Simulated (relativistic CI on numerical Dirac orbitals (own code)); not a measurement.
Sensitivity of the levels of Sb⁶⁺ to α and to the nuclear radius

These numbers are calculated, not measured: Dirac-Coulomb-Breit CI, KLI orbitals optimised for each configuration, derivatives by finite differences, unscaled Slater integrals, QED left out (own radial code, finite nucleus).

Configurations in the expansion (outside the closed core [Ar] 3d10): 4s²4p⁶4d⁹, 4s²4p⁶4d⁸5s, 4s²4p⁶4d⁸4f, 4s²4p⁵4d¹⁰, 4s²4p⁶4d⁸5p, 4s²4p⁶4d⁸5d, 4s4p⁶4d¹⁰, 4s²4p⁶4d⁷5s². Levels of other configurations are missing.

With x = (α/α₀)² − 1 an excitation energy changes as ω = ω₀ + qx; K = 2q/ω₀ is the relative enhancement. Terms are leading LS components, so labels can repeat. The field-shift factor is F = δν/δ⟨r²⟩ for the transition from the lowest level.

Lowest level 4s²4p⁶4d⁹ ²D5/2.

```tsv
Level	ω₀ (cm⁻¹)	q (cm⁻¹)	K	F (GHz/fm²)
4s²4p⁶4d⁹ ²D3/2	10165	9969	1.96	0.137
4s²4p⁶4d⁸5s ⁴F9/2	279636	-34800	-0.249	24.5
4s²4p⁶4d⁸5s ⁴F7/2	284531	-31590	-0.222	24.3
4s²4p⁶4d⁸5s ⁴F5/2	289931	-25760	-0.178	24.6
4s²4p⁶4d⁸5s ⁴F3/2	291950	-26320	-0.18	24.6
4s²4p⁶4d⁸5s ²F7/2	294507	-27550	-0.187	23.6
4s²4p⁶4d⁸5s ²F5/2	297781	-32660	-0.219	24
4s²4p⁶4d⁸5s ⁴P5/2	304001	-24460	-0.161	24
4s²4p⁶4d⁸5s ⁴P3/2	305053	-28360	-0.186	24.4
4s²4p⁶4d⁸5s ⁴P1/2	308500	-27140	-0.176	24.7
4s²4p⁶4d⁸5s ⁴P3/2	310501	-24150	-0.156	24.4
4s²4p⁶4d⁸5s ²D5/2	314889	-17890	-0.114	24.4
4s²4p⁶4d⁸5s ²G9/2	317634	-26640	-0.168	24.3
```

At this charge configurations can still be misplaced by up to about 7 % of their energy. Levels and lines within the n = 5 or 6 shells can be off by up to 10 % or somewhat more, and those that change n by about 2 %, since core polarisation is missing.
